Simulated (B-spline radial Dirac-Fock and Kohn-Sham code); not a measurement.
3d3/2 photoionisation of Zn⁷⁺ near threshold

System: Zn⁷⁺, configuration [Ar] 3d5. The computed 3d3/2 threshold is 169.0 eV; without correlation, outer thresholds are uncertain by 1 to 2 eV. With an open shell the threshold is an average over the terms of the final ion.

Calculated with a radial finite-basis atomic code, using independent-particle photoionisation in a Dirac-Hartree-Slater potential with a Latter tail, all multipoles, thresholds from Dirac-Fock ΔSCF. Interchannel coupling and autoionising resonances are not included, so magnitudes near threshold are approximate.

Q: How do σ and β run from threshold to 400 eV kinetic energy?

A: The cross section shows no minimum in this range. It is largest at the lowest energy, 1.46 Mb. β ranges from 0.46 (at 1.5 eV) to 1.25.

| kinetic energy (eV) | σ (Mb) | β |
| --- | --- | --- |
| 1.5 | 1.46 | 0.46 |
| 1.9 | 1.45 | 0.47 |
| 2.3 | 1.44 | 0.48 |
| 2.9 | 1.44 | 0.49 |
| 3.7 | 1.43 | 0.51 |
| 4.6 | 1.41 | 0.52 |
| 5.7 | 1.40 | 0.54 |
| 7.2 | 1.38 | 0.56 |
| 9.0 | 1.36 | 0.58 |
| 11.2 | 1.33 | 0.61 |
| 14.0 | 1.29 | 0.64 |
| 17.5 | 1.25 | 0.67 |
| 21.9 | 1.20 | 0.71 |
| 27.4 | 1.14 | 0.75 |
| 34.2 | 1.06 | 0.80 |
| 42.8 | 0.976 | 0.85 |
| 53.5 | 0.878 | 0.90 |
| 66.9 | 0.771 | 0.96 |
| 83.7 | 0.658 | 1.02 |
| 104.7 | 0.543 | 1.07 |
| 130.9 | 0.432 | 1.12 |
| 163.6 | 0.331 | 1.17 |
| 204.6 | 0.242 | 1.21 |
| 255.8 | 0.172 | 1.23 |
| 319.9 | 0.117 | 1.25 |
| 400.0 | 0.0748 | 1.25 |

Run: 2.4 s of CPU time on 1 thread of Neoverse-V1 (shared host), peak memory 0.31 GiB.
